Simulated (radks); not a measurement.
Removal energies from the caesium ion Cs12+, [Kr] 4d7, by Delta-SCF beside the eigenvalue of the level emptied. Method: scalar-relativistic Kohn-Sham, PBEsol, spin-polarised, spherical densities, finite nucleus; Fermi nuclear charge, rms radius of each element as measured or else 0.836 A^(1/3) + 0.57 fm; computed with a radial shooting solver on a logarithmic mesh with Libxc functionals. Open shells are filled with parallel spins first.

removed from    final configuration  Delta-SCF (eV)  -eigenvalue (eV)
4d                         [Kr] 4d6          290.06            276.46
4p            [Ar] 3d10 4s2 4p5 4d7          381.12            366.76
4s            [Ar] 3d10 4s1 4p6 4d7          443.00            428.07
3d             [Ar] 3d9 4s2 4p6 4d7          963.63            932.25
